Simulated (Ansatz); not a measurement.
Reaction (ligand exchange at the Al–I bond): `[CH3][AlH][I]` + HCl → `[CH3][AlH][Cl]` + HI

Gas-phase electronic energies from Ansatz, PBE0-D4/def2-TZVP geometries. CCSD(T)/CBS adds triple-zeta CCSD(T) − MP2 to the extrapolated MP2 energy (def2 sets, frozen cores). This one scheme is used for every species. Functionals use def2-TZVPP. HSE06 is defined as in plane-wave codes. Elements past krypton have def2 core potentials. For I outer-core shells are correlated without core-valence functions, which leaves a few kJ/mol of doubt a bond.

Question: Is it downhill or uphill in electronic energy at CCSD(T)/CBS, and by how much? (Estimate.)

Answer: Computed: Downhill: ΔE = -7.3 kJ/mol.

Question: What do these levels give: r2SCAN-D4, r2SCAN0-D4, HSE06-D4, CAM-B3LYP-D4, ωB97X-V, BLYP, HSE06, BHLYP, MP2/def2-SVP, CCSD(T)/def2-SVP, CCSD(T)/def2-TZVPP, MP2/CBS(def2)? (Best estimate.)

Answer: Ansatz gave: r2SCAN-D4 -11.7, r2SCAN0-D4 -9.3, HSE06-D4 -6.8, CAM-B3LYP-D4 -16.3, ωB97X-V -12.8, BLYP -17.9, HSE06 -7.9, BHLYP -14.8, MP2/def2-SVP -12.5, CCSD(T)/def2-SVP -15.6, CCSD(T)/def2-TZVPP -10.4, MP2/CBS(def2) -2.8 kJ/mol.

Largest T1 diagnostic among the species: 0.009.

From BLYP to BHLYP (50 % exact exchange), in def2-TZVPP and without D4, ΔE moves by +3.1 kJ/mol. Leaving LDA and LC-ωPBE aside and taking each functional with its dispersion term where it has one, the values, not all of them listed here, spread over 14.3 kJ/mol, from B97M-V to PBE-QIDH. At CCSD(T), def2-SVP lies −8.3 kJ/mol from the extrapolated value and def2-TZVPP −3.1 kJ/mol.
